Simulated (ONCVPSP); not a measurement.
**technetium (Tc): excitation energies, all-electron against ONCV**

ONCVPSP 4.0.1 input, shortened (lines: element, Z, core and valence counts, functional; n l f; lmax; l rc ep ncon nbas qcut; lloc lpopt rc5 dvloc0; l nproj debl; icmod fcfact rcfact), LDA (Perdew-Wang 92), scalar-relativistic:

```
  Tc 43.00    8    2  -001012      upf
    1    0    2.00
    2    0    2.00
    2    1    6.00
    3    0    2.00
    3    1    6.00
    3    2   10.00
    4    0    2.00
    4    1    6.00
    4    2    5.00
    5    0    1.50
    2
    0    2.30    0.00    3    7    2.40
    1    2.25    0.06    3    7    3.00
    2    1.65    0.00    4    7    5.20
    4    5    1.10    3.00
    0    1    2.90
    1    2    2.40
    2    1    0.60
    1    0.40    0.00
```

Energies are relative to the spin-unpolarised reference configuration 4d5 5s1.5; without spin polarisation the order of configurations can differ from experiment.

(1) Give the all-electron excitation energy and the error of the potential for: 4d5 5s2; 4d5 5s1; 4d5 5s0; 4d6 5s0.

Levels in the configuration 4d6 5s0:

```json
{"level": "4d", "all-electron (eV)": "-11.740", "pseudo (eV)": "-11.637"}
```

Note: ghosts flagged at negative energy: s at -170.1 eV; GHOST(+) flagged for p at 20.1 eV. A true bound ghost makes a file unfit for plane-wave use.

## Answers

(1)

```
valence configuration  charge  ΔE all-electron (eV)  error AE − PS (meV)
              4d5 5s2       0                -3.404                  0.0
              4d5 5s1      +1                 5.020                 -2.0
              4d5 5s0      +2                20.215                  -24
              4d6 5s0      +1                 3.131                 -110
```
